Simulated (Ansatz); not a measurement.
A series at Si: from `F[Si](Br)(Br)Br`, ligands are replaced one by one, each step taking up H–F and setting free HBr; n counts the steps. Ansatz, PBE0-D4/def2-TZVP geometries.

| n | molecule | HOMO energy, ωB97M-V/def2-TZVPP (eV) |
| --- | --- | --- |
| 0 | `F[Si](Br)(Br)Br` | ? |
| 1 | `F[Si](F)(Br)Br` | -11.26 |
| 2 | `F[Si](F)(F)Br` | -11.84 |
| 3 | `F[Si](F)(F)F` | -15.29 |

Q: By hand: fit a straight line y = ȳ + b (n − n̄) to the 3 given rows and predict n = 0.

A: n̄ = 2.000, ȳ = -12.797; Σ(n − n̄)(y − ȳ) = -4.030, Σ(n − n̄)² = 2.000, so b = -2.015 eV a step. Prediction: -12.797 + (-2.015) × (-2.000) = -8.77 eV.

Q: By hand: compare with the computed value, -10.95 eV, and give the steps along the whole series.

A: The line misses by -2.18 eV (computed minus predicted). Steps: -0.31, -0.58, -3.45 eV.

One step carries most of the change, so a line is a poor guide. The highest orbital can change its character along such a series. The miss is 50.2 % of the series' range.
